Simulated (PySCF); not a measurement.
PySCF input for SiBrCl2, SMILES Cl[Si](Cl)Br, multiplicity 2, B3LYP-D3(BJ)/def2-SVP. Coordinates come from a B3LYP-D3(BJ)/def2-SVP optimisation.

```python
import numpy as np
from pyscf import gto, scf, dft, df
from pyscf.hessian import thermo

mol = gto.M(
    atom='''
    Si   -0.51497379   -0.57796081    0.00000000
    Br    1.63114121    0.07104402   -0.00000000
    Cl   -1.46706792    0.16485031    1.68830659
    Cl   -1.46706793    0.16485031   -1.68830658
    ''',
    basis='def2-SVP',
    charge=0,
    spin=1,
    max_memory=1600,
    verbose=3,
)
mf = dft.UKS(mol, xc='b3lyp').density_fit(auxbasis='def2-universal-jkfit')
mf.disp = 'd3bj'
mf.grids.level = 3
mf.conv_tol = 1e-11
mf.max_cycle = 100
mf.kernel()
fine, coarse = mf.grids, dft.Grids(mol).set(level=1).build(with_non0tab=True)
for _ in range(3):  # follow internal instabilities
    mf.grids = coarse
    mo, _, stable, _ = mf.stability(return_status=True, nroots=4)
    mf.grids = fine
    if stable:
        break
    mf.kernel(mf.make_rdm1(mo, mf.mo_occ))

# [left out here: the lines that compute and print the analytic Hessian (its translational invariance restored by hand, since the grid's response is missing), thermochemistry and intensities]
```

It prints:

```

WARN: HOMO -0.191525129838233 >= LUMO -0.191525129838229

converged SCF energy = -3783.53602034988  <S^2> = 0.75200623  2S+1 = 2.0020052
<class 'pyscf.df.df_jk.DFUKS'> wavefunction is stable in the internal stability analysis

WARN: DFTD3 does not support analytical Hessian, using finite difference


WARN: Mole.unit (angstrom) is changed to Bohr

Mode                                 0                   1                   2
Irrep
Freq [cm^-1]                      130.7602            142.3383            209.1788
Reduced mass [au]                  38.5785             41.7485             34.1016
Force const [Dyne/A]                0.3886              0.4983              0.8791
Char temp [K]                     188.1349            204.7931            300.9617
Normal mode                   x     y     z       x     y     z       x     y     z
       0  Si                 0.00 -0.00  0.07   -0.03 -0.02  0.00   -0.03  0.11  0.00
       1  Br                 0.00 -0.00 -0.05   -0.06  0.01 -0.00    0.03 -0.01 -0.00
       2  Cl                -0.09 -0.01  0.03    0.08 -0.00  0.06   -0.02 -0.03  0.08
       3  Cl                 0.09  0.01  0.03    0.08 -0.00 -0.06   -0.02 -0.03 -0.08
Mode                                 3                   4                   5
Irrep
Freq [cm^-1]                      391.6333            527.2593            572.3135
Reduced mass [au]                  33.4756             30.8246             30.3316
Force const [Dyne/A]                3.0251              5.0489              5.8535
Char temp [K]                     563.4732            758.6088            823.4317
Normal mode                   x     y     z       x     y     z       x     y     z
       0  Si                -0.09 -0.12  0.00    0.14 -0.05  0.00   -0.00  0.00  0.15
       1  Br                 0.05  0.02 -0.00   -0.02 -0.01 -0.00    0.00  0.00 -0.00
       2  Cl                -0.02  0.03  0.04   -0.03  0.03  0.05    0.03 -0.03 -0.06
       3  Cl                -0.02  0.03 -0.04   -0.04  0.03 -0.05   -0.03  0.03 -0.06
temperature 298.1500 [K]
pressure 101325.00 [Pa]
Rotational constants [GHz] 2.36384 1.31761 0.88053
Symmetry number 1
Zero-point energy (ZPE) 0.00450 [Eh]   11804.052 [J/mol]
                           tot       elec      trans        rot        vib
Entropy [J/mol/K]       342.356      5.763    173.434    121.968     41.191
Cv [J/mol/K]             64.394      0.000     12.472     12.472     39.451
Cp [J/mol/K]             72.709      0.000     20.786     12.472     39.451
Internal energy [J/mol]                      3718.434   3718.434  18574.684
Internal energy [Eh]   -3783.52611  -3783.53602
Enthalpy [J/mol]                             6197.391   3718.434  18574.684
Enthalpy [Eh]          -3783.52517
Gibbs free energy [J/mol]                  -45511.823 -32646.337   6293.521
Gibbs free energy [Eh] -3783.56405
mode   freq/cm-1   IR/(km/mol)
   1      130.76         0.824
   2      142.34         0.944
   3      209.18         4.279
   4      391.63        35.691
   5      527.26       138.593
   6      572.31       151.365
max |gradient| / (hartree/bohr): 2.7194435048628332e-05
APT charges: [ 1.444  -0.4483 -0.4979 -0.4979]
```

Self-consistency was reached.
